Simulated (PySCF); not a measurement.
# Nuclear quadrupole coupling in `C[C@H](C#N)/C=C(\F)C#N`

Species: C₆H₅FN₂.
Numbering: `[CH3:1][C@H:2]([C:3]#[N:4])/[CH:5]=[C:6](\[F:7])[C:8]#[N:9]` (hydrogens: H10, H11, H12 on C1; H13 on C2; H14 on C5)

Structure used (GFN2-xTB), in Å, numbered top down from 1:
```
atom  x, y, z in Å
C1    -1.4784   -1.1719    0.0931
C2    -0.7728    0.1748    0.3152
C3    -1.5760    1.2363   -0.2609
N4    -2.2128    2.0610   -0.7277
C5     0.5750    0.1874   -0.3416
C6     1.7231    0.3646    0.3126
F7     1.7532    0.5578    1.6470
C8     2.9919    0.3513   -0.3209
N9     4.0109    0.3314   -0.8424
H10   -1.6046   -1.3663   -0.9699
H11   -0.8898   -1.9742    0.5320
H12   -2.4590   -1.1590    0.5624
H13   -0.6704    0.3710    1.3893
H14    0.6089    0.0353   -1.4103
```

Field gradients from the B3LYP/pcJ-1 density (PySCF, non-relativistic), principal values in atomic units, ordered |Vxx| ≤ |Vyy| ≤ |Vzz|:

| atom | Vxx | Vyy | Vzz |
| --- | --- | --- | --- |
| N4 | 0.4737 | 0.5159 | -0.9896 |
| N9 | 0.4204 | 0.6082 | -1.0286 |

Question: Find the asymmetry η = (Vxx − Vyy)/Vzz and the couplings χ = eQV/h (234.96 MHz × Q in barn × V in au), with Q(14N) = 0.02044 b.

Answer: 
```json
{"atom": "N4", "environment": "nitrile nitrogen", "nucleus": "14N", "η": "0.04", "χzz (MHz)": "-4.753", "χxx (MHz)": "2.275", "χyy (MHz)": "2.478"}
{"atom": "N9", "environment": "nitrile nitrogen", "nucleus": "14N", "η": "0.18", "χzz (MHz)": "-4.940", "χxx (MHz)": "2.019", "χyy (MHz)": "2.921"}
```

The gradient is axial or nearly so (η below 0.05) at N4. 

Question: What is Vzz at N4 in SI units (1 au = 9.71736 × 10²¹ V/m²)?

Answer: -0.9896 au = -9.616 × 10²¹ V/m².

Were the hydrogens deuterons (Q(2H) = 0.00286 b), χzz would run from 183 kHz (H13) to 207 kHz (H14).

Isolated species at its GFN2-xTB geometry (one conformer only). GFN2-xTB bond lengths can be off by several hundredths of an ångström, more for odd bonds, and the gradients follow them. With a basis this small, the couplings can be 20 % off.
